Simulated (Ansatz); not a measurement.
Geometry optimisation of FeMe2 (C₂H₆Fe).

```yaml
crystal:
  periodic: [false, false, false]
  atoms:
    - {symbol: Fe, position_ang: [0.058387, -0.098331, 0.000109]}
    - {symbol: C, position_ang: [0.002842, -0.002061, 2.025331]}
    - {symbol: H, position_ang: [-0.119544, 1.030644, 2.371946]}
    - {symbol: H, position_ang: [0.920968, -0.387027, 2.484474]}
    - {symbol: H, position_ang: [-0.830239, -0.580826, 2.442121]}
    - {symbol: C, position_ang: [0.002176, -0.006555, -2.025317]}
    - {symbol: H, position_ang: [-0.963890, -0.344166, -2.419783]}
    - {symbol: H, position_ang: [0.773797, -0.629058, -2.493115]}
    - {symbol: H, position_ang: [0.155502, 1.017380, -2.385755]}
basis:
  gaussian: {orbitals: def2-TZVP}
hamiltonian: {xc: pbe0, dispersion: d4}
scf: {lower_state_search: "off"}
output: {orbitals: {seedname: orbitals}}
relax: {f_tol: 0.02, max_steps: 100}
```

```sh
$ ansatz run in.yaml --threads 2 --pin off --events-out ev --progress --plain --max-ram 4352MiB
```

Output, abridged:

```
Functional definition: PBE0
mean field -36546.48520467 eV, -1343.0585591741 hartree, gradient 1.3e-6 eV, S^2 0.000000; 0 other end points of the search recorded, 0 dependent functions left out
relax step   1: F+E_penalty+E_count = -36546.58412474 eV  Δ(F+E_penalty+E_count) = +0.000e0 eV  max|allowed force component| = 4.546e-1 eV/Å  Δτ_max = 0.0000 Å  (127 SCF iters, accepted)
mean field -36546.50522580 eV, -1343.0592949371 hartree, gradient 2.9e-6 eV, S^2 0.000000; 0 other end points of the search recorded, 0 dependent functions left out
relax step   2: F+E_penalty+E_count = -36546.60431243 eV  Δ(F+E_penalty+E_count) = -2.019e-2 eV  max|allowed force component| = 2.334e-1 eV/Å  Δτ_max = 0.1026 Å  (69 SCF iters, accepted)
mean field -36546.49918754 eV, -1343.0590730352 hartree, gradient 2.9e-6 eV, S^2 0.000000; 0 other end points of the search recorded, 0 dependent functions left out
relax step   3: F+E_penalty+E_count = -36546.59894257 eV  Δ(F+E_penalty+E_count) = +5.370e-3 eV  max|allowed force component| = 7.546e-1 eV/Å  Δτ_max = 0.1948 Å  (69 SCF iters, rejected (line search))
mean field -36546.53882290 eV, -1343.0605296080 hartree, gradient 2.6e-6 eV, S^2 0.000000; 0 other end points of the search recorded, 0 dependent functions left out
relax step   4: F+E_penalty+E_count = -36546.63839588 eV  Δ(F+E_penalty+E_count) = -3.408e-2 eV  max|allowed force component| = 4.948e-1 eV/Å  Δτ_max = 0.0974 Å  (71 SCF iters, accepted)
mean field -36546.68476047 eV, -1343.0658927144 hartree, gradient 3.0e-6 eV, S^2 0.000000; 0 other end points of the search recorded, 0 dependent functions left out
relax step   5: F+E_penalty+E_count = -36546.78460195 eV  Δ(F+E_penalty+E_count) = -1.462e-1 eV  max|allowed force component| = 1.208e0 eV/Å  Δτ_max = 0.0973 Å  (63 SCF iters, accepted)
mean field -36546.98686927 eV, -1343.0769950083 hartree, gradient 2.0e-6 eV, S^2 0.000000; 0 other end points of the search recorded, 0 dependent functions left out
relax step   6: F+E_penalty+E_count = -36547.08699509 eV  Δ(F+E_penalty+E_count) = -3.024e-1 eV  max|allowed force component| = 8.527e-1 eV/Å  Δτ_max = 0.1462 Å  (64 SCF iters, accepted)
mean field -36547.25711392 eV, -1343.0869263160 hartree, gradient 2.4e-6 eV, S^2 0.000000; 0 other end points of the search recorded, 0 dependent functions left out
relax step   7: F+E_penalty+E_count = -36547.35864152 eV  Δ(F+E_penalty+E_count) = -2.716e-1 eV  max|allowed force component| = 7.337e-1 eV/Å  Δτ_max = 0.1949 Å  (56 SCF iters, accepted)
mean field -36547.44685269 eV, -1343.0938990873 hartree, gradient 2.5e-6 eV, S^2 0.000000; 0 other end points of the search recorded, 0 dependent functions left out
relax step   8: F+E_penalty+E_count = -36547.55118647 eV  Δ(F+E_penalty+E_count) = -1.925e-1 eV  max|allowed force component| = 6.068e-1 eV/Å  Δτ_max = 0.1942 Å  (51 SCF iters, accepted)
mean field -36547.57482012 eV, -1343.0986018035 hartree, gradient 1.8e-6 eV, S^2 0.000000; 0 other end points of the search recorded, 0 dependent functions left out
relax step   9: F+E_penalty+E_count = -36547.68158706 eV  Δ(F+E_penalty+E_count) = -1.304e-1 eV  max|allowed force component| = 4.116e-1 eV/Å  Δτ_max = 0.1996 Å  (49 SCF iters, accepted)
mean field -36547.63812792 eV, -1343.1009283221 hartree, gradient 2.4e-6 eV, S^2 0.000000; 0 other end points of the search recorded, 0 dependent functions left out
relax step  10: F+E_penalty+E_count = -36547.74649781 eV  Δ(F+E_penalty+E_count) = -6.491e-2 eV  max|allowed force component| = 1.746e-1 eV/Å  Δτ_max = 0.2000 Å  (58 SCF iters, accepted)
mean field -36547.66729623 eV, -1343.1020002379 hartree, gradient 3.0e-6 eV, S^2 0.000000; 0 other end points of the search recorded, 0 dependent functions left out
relax step  11: F+E_penalty+E_count = -36547.77644655 eV  Δ(F+E_penalty+E_count) = -2.995e-2 eV  max|allowed force component| = 1.143e-1 eV/Å  Δτ_max = 0.1996 Å  (57 SCF iters, accepted)
mean field -36547.67225910 eV, -1343.1021826198 hartree, gradient 1.3e-6 eV, S^2 0.000000; 0 other end points of the search recorded, 0 dependent functions left out
relax step  12: F+E_penalty+E_count = -36547.78210121 eV  Δ(F+E_penalty+E_count) = -5.655e-3 eV  max|allowed force component| = 1.563e-1 eV/Å  Δτ_max = 0.0951 Å  (49 SCF iters, accepted)
mean field -36547.67505177 eV, -1343.1022852485 hartree, gradient 3.0e-6 eV, S^2 0.000000; 0 other end points of the search recorded, 0 dependent functions left out
relax step  13: F+E_penalty+E_count = -36547.78505552 eV  Δ(F+E_penalty+E_count) = -2.954e-3 eV  max|allowed force component| = 3.031e-2 eV/Å  Δτ_max = 0.0571 Å  (43 SCF iters, accepted)
mean field -36547.67515023 eV, -1343.1022888669 hartree, gradient 1.8e-6 eV, S^2 0.000000; 0 other end points of the search recorded, 0 dependent functions left out
relax step  14: F+E_penalty+E_count = -36547.78520842 eV  Δ(F+E_penalty+E_count) = -1.529e-4 eV  max|allowed force component| = 3.496e-3 eV/Å  Δτ_max = 0.0134 Å  (44 SCF iters, accepted)
Total energy: -36547.78524277 eV, -1343.1063346932 hartree
Atom 0 at     0.803847    -0.544672     0.000103 Å, force    -0.000977     0.001411     0.001511 eV/Å
Atom 1 at     0.004225     0.026914     1.632630 Å, force     0.000707    -0.002227    -0.003496 eV/Å
Atom 2 at    -0.029005     1.112354     1.767888 Å, force     0.000897     0.000078    -0.000832 eV/Å
Atom 3 at     0.682915    -0.392274     2.401823 Å, force    -0.000002    -0.000703     0.000558 eV/Å
Atom 4 at    -0.996958    -0.378972     1.809196 Å, force    -0.000603     0.002190    -0.001149 eV/Å
Atom 5 at    -0.022945    -0.014173    -1.632588 Å, force     0.001751     0.000067     0.002354 eV/Å
Atom 6 at    -1.042923    -0.386677    -1.768386 Å, force    -0.000461    -0.000636     0.000601 eV/Å
Atom 7 at     0.618827    -0.488615    -2.401375 Å, force     0.000891     0.000037    -0.000965 eV/Å
Atom 8 at    -0.017983     1.066115    -1.809280 Å, force    -0.002203    -0.000216     0.001418 eV/Å
Dipole moment:     0.278149    -0.188473    -0.000042 e Å
Checks for a lower state left out: stability, starts, cluster_reference, orbital_swaps, neighbouring_geometries, increment
```

Run time 55 s (2 threads of Arm Neoverse V1 on a shared host).

A triplet lies near this restricted singlet, and broken spin symmetry wasn't tried. At PBE0-D4/def2-TZVP a quintet of charge 0 lies 2.81 eV below the restricted singlet, each at its own geometry.
